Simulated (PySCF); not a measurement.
**Magnetisability: SMILES F[C@@H]1CC2(CCO1)CC2, C₇H₁₁FO**

Geometry:
```json
{"atom": "F1", "x (Å)": "1.329", "y (Å)": "1.773", "z (Å)": "1.038"}
{"atom": "C2", "x (Å)": "1.542", "y (Å)": "1.164", "z (Å)": "-0.195"}
{"atom": "C3", "x (Å)": "0.189", "y (Å)": "1.004", "z (Å)": "-0.892"}
{"atom": "C4", "x (Å)": "-0.619", "y (Å)": "-0.092", "z (Å)": "-0.226"}
{"atom": "C5", "x (Å)": "0.204", "y (Å)": "-1.357", "z (Å)": "-0.093"}
{"atom": "C6", "x (Å)": "1.490", "y (Å)": "-1.016", "z (Å)": "0.657"}
{"atom": "O7", "x (Å)": "2.235", "y (Å)": "-0.006", "z (Å)": "-0.019"}
{"atom": "C8", "x (Å)": "-2.094", "y (Å)": "-0.174", "z (Å)": "-0.482"}
{"atom": "C9", "x (Å)": "-1.588", "y (Å)": "0.269", "z (Å)": "0.860"}
{"atom": "H10", "x (Å)": "2.207", "y (Å)": "1.843", "z (Å)": "-0.747"}
{"atom": "H11", "x (Å)": "-0.337", "y (Å)": "1.958", "z (Å)": "-0.856"}
{"atom": "H12", "x (Å)": "0.381", "y (Å)": "0.745", "z (Å)": "-1.937"}
{"atom": "H13", "x (Å)": "-0.344", "y (Å)": "-2.125", "z (Å)": "0.452"}
{"atom": "H14", "x (Å)": "0.455", "y (Å)": "-1.741", "z (Å)": "-1.085"}
{"atom": "H15", "x (Å)": "1.251", "y (Å)": "-0.673", "z (Å)": "1.671"}
{"atom": "H16", "x (Å)": "2.164", "y (Å)": "-1.872", "z (Å)": "0.714"}
{"atom": "H17", "x (Å)": "-2.542", "y (Å)": "0.564", "z (Å)": "-1.130"}
{"atom": "H18", "x (Å)": "-2.542", "y (Å)": "-1.152", "z (Å)": "-0.562"}
{"atom": "H19", "x (Å)": "-1.696", "y (Å)": "-0.408", "z (Å)": "1.695"}
{"atom": "H20", "x (Å)": "-1.690", "y (Å)": "1.307", "z (Å)": "1.133"}
```

Theory: GIAO B3LYP/pcSseg-1 magnetisability, rotational g tensor and spin-rotation constants, non-relativistic, gas phase (PySCF). Geometry: GFN2-xTB.

What are the magnetisability and the molar susceptibility?

Isotropic -1453 × 10⁻³⁰ J/T², or -87.5 × 10⁻⁶ cm³/mol; principal values -1564, -1424, -1370 × 10⁻³⁰ J/T², anisotropy 174 × 10⁻³⁰ J/T² (root of half the summed squared differences of the principal values). The susceptibility is in cgs units.

Split it along the inertial axes a, b, c into diamagnetic and paramagnetic parts about the centre of mass, with the quadrupole moment.


| axis | χ (10⁻⁶ cm³/mol) | diamagnetic (10⁻⁶ cm³/mol) | paramagnetic (10⁻⁶ cm³/mol) | summed x² of all electrons (Å²) | quadrupole Θ (D Å) |
| --- | --- | --- | --- | --- | --- |
| a | -86.4 | -578.6 | 492.2 | 168.7 | -5.44 |
| b | -91.4 | -921.8 | 830.4 | 87.8 | +3.47 |
| c | -84.7 | -1088.2 | 1003.6 | 48.6 | +1.98 |

Anisotropies 2χaa − χbb − χcc = +3.3 and 2χbb − χaa − χcc = -11.8 × 10⁻⁶ cm³/mol. Θ is traceless in Buckingham's convention.

And the rotational g tensor?


| axis | rotational constant (GHz) | g | nuclear part | electronic part |
| --- | --- | --- | --- | --- |
| a | 2.6522 | -0.0098 | 0.6034 | -0.6132 |
| b | 1.4842 | -0.0057 | 0.5733 | -0.5790 |
| c | 1.2222 | -0.0080 | 0.5682 | -0.5763 |

Asymmetric top; isotopes 12C, 19F, 1H, 16O; no vibrational averaging.
